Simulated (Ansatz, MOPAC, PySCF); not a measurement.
Bond stretch in Be2, singlet.

- RKS-B3LYP/6-31G* = restricted B3LYP/6-31G*, spherical d (PySCF)
- AM1, restricted, heats of formation (MOPAC)
- PM3, restricted, heats of formation (MOPAC)
- FCI = full CI/cc-pVTZ, frozen core (Ansatz, a quantum-chemistry and plane-wave program)

Energies relative to the lowest point of each curve near equilibrium, in kJ/mol; the last columns give the difference from FCI:

```tsv
R / Å	RKS-B3LYP/6-31G*	AM1	PM3	FCI	RKS-B3LYP/6-31G* − FCI	AM1 − FCI	PM3 − FCI
1.90	65.4	29.1	18.1	55.9	9.4	-26.9	-37.8
2.03	32.5	0.0	6.0	26.6	5.9	-26.6	-20.7
2.11	19.7	264.7	1.3	15.6	4.1	249.1	-14.3
2.26	6.0	253.4	0.0	4.3	1.7	249.1	-4.3
2.38	1.4	245.8	6.3	0.8	0.5	245.0	5.4
2.44	0.4	242.8	11.5	0.2	0.2	242.7	11.3
2.52	0.0	239.7	20.0	0.0	0.0	239.7	20.0
2.62	0.6	237.0	31.9	0.5	0.1	236.5	31.4
2.65	0.9	236.4	35.5	0.7	0.2	235.7	34.8
2.77	2.7	235.1	49.2	1.7	0.9	233.4	47.5
2.90	4.9	235.2	61.1	2.8	2.1	232.4	58.3
3.09	8.1	237.4	71.8	4.1	4.0	233.3	67.8
3.43	12.7	244.2	76.7	5.2	7.4	239.0	71.4
3.72	15.3	250.6	75.6	5.7	9.6	244.9	69.9
4.15	17.6	258.3	73.6	6.1	11.4	252.2	67.5
4.48	18.6	262.4	72.7	6.5	12.2	256.0	66.2
5.06	19.6	266.3	71.8	6.9	12.7	259.4	64.9
5.46	20.0	267.3	71.6	7.1	12.8	260.2	64.4
6.24	20.2	267.8	71.4	7.4	12.8	260.4	64.0
6.77	20.3	267.7	71.3	7.5	12.8	260.2	63.8
7.47	20.3	267.5	71.3	7.6	12.7	259.9	63.7
```

RKS-B3LYP/6-31G* is furthest from FCI at 5.46 (12.8 kJ/mol, above); its mean absolute difference over the points is 6.4 kJ/mol.

AM1 is furthest from FCI at 6.24 (260.4 kJ/mol, above); its mean absolute difference over the points is 225.8 kJ/mol.

PM3 is furthest from FCI at 3.43 (71.4 kJ/mol, above); its mean absolute difference over the points is 45.2 kJ/mol.

Also computed but left out beside FCI, since their determinant holds another spin at the minimum (<S²> over 0.7 above the pure value): UHF, UMP2, UCCSDT, UCCSDT(Q), UHF/LANL2DZ, UMP2/6-31G*.
